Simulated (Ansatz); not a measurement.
Consider the homolysis of the C–C bond: `FC(F)C(F)I` → `F[CH]F`• + `F[CH]I`•.

Gas-phase electronic energies from Ansatz, PBE0-D4/def2-TZVP geometries. CCSD(T)/CBS is the MP2 limit (def2-TZVPP, def2-QZVPP) plus CCSD(T) − MP2 in def2-TZVPP, frozen cores. Open shells (•) are unrestricted, without spin–orbit coupling. Elements past krypton have def2 core potentials. For I outer-core shells are correlated without core-valence functions, which leaves a few kJ/mol of doubt a bond. One conformer a species, not always the lowest.

| species | CCSD(T)/CBS(def2) energy (Eh) |
| --- | --- |
| `FC(F)C(F)I` | -674.10452 |
| `F[CH]F`• | -238.15189 |
| `F[CH]I`• | -435.79891 |

Question: Work out ΔE.

Answer: ΔE = (-238.15189) + (-435.79891) − (-674.10452) = 0.15372 Eh = +403.6 kJ/mol.

Largest T1 diagnostic among the species: 0.015.

The D4 term adds +13.9 kJ/mol with B3LYP and +7.4 kJ/mol with PBE0; it sums over pairs of atoms, weighted by their polarisabilities, and B3LYP, whose exchange is more repulsive, gets the larger term. In def2-TZVPP, CCSD(T) changes the Hartree–Fock value by +117.5 kJ/mol (the triples alone add +8.9 kJ/mol) and MP2 by +137.3 kJ/mol; breaking electron pairs costs correlation energy, which Hartree–Fock lacks.

B3LYP here is the variant with VWN-RPA as its local correlation; programs differ in this.
